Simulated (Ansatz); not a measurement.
Zn₂S⁺. Charge 1, multiplicity 2. Geometry relaxed at r2SCAN-D4/def2-TZVP.

```tsv
atom	x (Å)	y (Å)	z (Å)
Zn1	0.326	-0.098	1.825
Zn2	-0.425	-0.684	-1.673
S3	0.099	0.782	-0.152
```

The structure comes from a short search, and lower isomers may exist.

(1) Estimate the harmonic wavenumbers at UKS r2SCAN-D4/def2-TZVP (Ansatz, unscaled). Is this a minimum?

Answers

(1) 62, 321, 334 cm⁻¹. Yes, no mode is imaginary beyond noise. Zero-point energy 4.3 kJ/mol. Run time 22 s (4 threads of Arm Neoverse V1 on a shared host).
